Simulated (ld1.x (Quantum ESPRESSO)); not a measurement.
## What one change does to a pseudopotential (Mg, TM)

ld1.x (Quantum ESPRESSO) 7.5 input, shortened:

```
&input
   title='Mg', zed=12., rel=0, dft='PZ', iswitch=3,
   config='[Ne] 3s1.75 3p0.25'
 /
 &inputp
   pseudotype=2, tm=.true., lloc=0,
   nlcc=.false.
 /
2
3P  2  1   0.25   0.00  3.15  3.15  0.0
3S  1  0   1.75   0.00  2.55  2.55  0.0
 &test
   configts(1)='3s1.75 3p0.25'
 /
```

Change: wave 3s (bound): rc 2.55 bohr becomes 3s (bound): rc 2.98 bohr.

Cutoffs: the cutoffs (Ry, on a coarse ladder) from which the occupation-weighted sum of valence levels, in a spherical-Bessel basis at the reference potential, stays within 10 and 1 mRy of its value at 400 Ry; they do not see the model core or the augmentation charge, which bear on the density cutoff. Errors are all-electron minus pseudo energies relative to the spin-unpolarised reference configuration.

Problem. How do hardness, ghosts and transferability respond?

Solution. The potential gets softer (6 Ry and 18 Ry → 6 Ry and 12 Ry); of the 8 tests that both files solve, the error grows in 1 and shrinks in 1 by more than 15 % and 0.3 meV (median size 14.2 → 13.4 meV); neither file shows a bound ghost. A larger radius leaves more room for a smooth pseudo-wave, so fewer plane waves are needed.

| quantity | base | changed |
| --- | --- | --- |
| cutoff, loose | 6 Ry | 6 Ry |
| cutoff, tight | 18 Ry | 12 Ry |
| bound ghosts | none | none |
| error for 3s2 3p0, meV [ΔE -0.86 eV] | +0.6 | +0.5 |
| error for 3s1 3p0, meV [ΔE 7.21 eV] | +21 | +21 |
| error for 3s1.5 3p0, meV [ΔE 2.33 eV] | +1.8 | +2.2 |
| error for 3s1 3p1, meV [ΔE 2.65 eV] | +7.3 | +5.8 |
| error for 3s0 3p1, meV [ΔE 11.57 eV] | +102 | +90 |
| error for 3s0 3p2, meV [ΔE 6.38 eV] | +51 | +44 |
| error for 3s1.75 3p0.25 (spin-polarised), meV [ΔE -0.04 eV] | +3.4 | +3.4 |
| error for 3s1 3p0 (spin-polarised), meV [ΔE 6.89 eV] | +108 | +108 |
| s: phases at 3.39 bohr within 0.05 rad from the reference energy up to (Ry; the scan ends near 5) | 1.3 | 1.0 |
| p: phases at 3.39 bohr within 0.05 rad from the reference energy up to (Ry; the scan ends near 5) | 0.8 | 0.8 |
